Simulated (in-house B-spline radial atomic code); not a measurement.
# LDA VWN5 excitations of the nickel ion Ni¹⁰⁺

Method: LDA VWN5. Computed with an all-electron radial atomic-structure program (B-spline basis): linear response of the closed shell [Ne] 3s2 3p6 with the functional's adiabatic kernel; scalar-relativistic (spin-free one-electron X2C), finite nucleus, no spin-orbit coupling, no double excitations, S, P, D and F terms only. Only terms of natural parity with L up to 3 were computed.

Spin-orbit coupling is strong here, so these LS terms don't match observed levels.

Command:
```bash
python run_td.py task.json out
```
Settings (radii: box in bohr, nucleus in fm):
```
Z                        28
electrons                18
configuration            [Ne] 3s2 3p6
hamiltonian              x2c
method                   lda,vwn
box_radius               9.77
rms_radius               3.7757
intervals                69
```

Time taken, with all properties: 0.6 s on 1 thread of Arm Neoverse N1, on a shared host.

The lowest states, in the order of their Tamm-Dancoff energies; the method's threshold (minus the highest occupied level) is 304.49 eV. Labels give the largest channel, * marks a mixed state, and oscillator strengths are full-response dipole values. Semilocal kernels can invert the small singlet-triplet splittings of Rydberg terms. Energies in eV:

```
     state  full response  Tamm-Dancoff  oscillator strength
3p → 3d 3P          59.55         59.69                    -
3p → 3d 3F          60.98         61.06                    -
3p → 3d 1F          65.59         65.64                    -
3p → 3d 1P          83.13         86.55                 2.51
3s → 3d 3D         102.65        102.69                    -
3s → 3d 1D         108.54        108.70                    -
3p → 4s 3P              ?             ?                    -
3p → 4s 1P              ?             ?                    ?
3p → 4p 3S         167.94        167.96                    -
3p → 4p 3D         169.07        169.08                    -
```

Where does 3p → 4s 3P lie?

At 154.79 eV in full response, 154.80 eV in Tamm-Dancoff.

Where does 3p → 4s 1P lie?

At 155.97 eV in full response, 156.02 eV in Tamm-Dancoff, oscillator strength 0.305.

How large is the singlet-triplet splitting of 3p → 3d (F terms) in Tamm-Dancoff?

4.58 eV, from the unrounded values.

What polarisabilities and dispersion coefficient does the method give?

Dipole 0.3239 bohr³, quadrupole 0.1506 bohr⁵, C6 0.2886 hartree·bohr⁶ for two such species.
